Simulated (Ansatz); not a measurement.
Species: CH$_{4}$BI$_{2}$O (charge +1, singlet). It need not be the lowest isomer of its formula. 
Coordinates optimised at B3LYP-D3(BJ)/def2-TZVP (Ansatz, a first-principles code):
```
O
H 1 0.9749
B 1 1.4587 2 115.32
C 1 1.5056 2 115.21 3 180.00
H 4 1.0835 1 106.70 2 -119.58
H 4 1.0835 5 112.81 1 116.84
H 4 1.0845 5 112.39 6 128.32
I 3 2.0802 1 117.79 2 180.00
I 3 2.0907 1 113.20 2 0.00
```
Charge +1, spin multiplicity 1.

Total electronic energies in hartree. Cores are frozen in the correlated levels unless marked. Spin-orbit coupling is left out. The frozen core is the preceding noble-gas configuration, with the filled d and f shells of earlier blocks. Past Kr the def2 sets carry scalar-relativistic core potentials. STO-3G rows are all-electron and non-relativistic. Basis-set limits of correlation are two-point, X^-3; Hartree-Fock from the larger set.

```tsv
level	program	energy (Eh)
revPBE-D3(BJ)/def2-TZVPD	Ansatz + dftd3	-735.90415
B3LYP/def2-TZVPD	Ansatz	(withheld)
PBE0/def2-TZVPD	Ansatz	(withheld)
PBE0/def2-QZVPP	Ansatz	-735.71768
LC-wPBE/def2-TZVPD	Ansatz	-735.81994
RPA@PBE/def2-QZVPP	Ansatz	-734.30397
CCSD/STO-3G	Ansatz	-13839.43956
CCSD/def2-SVP	Ansatz	-733.38873
CCSD(T)/CBS(def2-TZVPP,def2-QZVPP)	Ansatz	-733.9181
```

**Question.** Complete the blanks.

**Answer.** 
- B3LYP/def2-TZVPD, energy (Eh): -736.03712
- PBE0/def2-TZVPD, energy (Eh): -735.70623
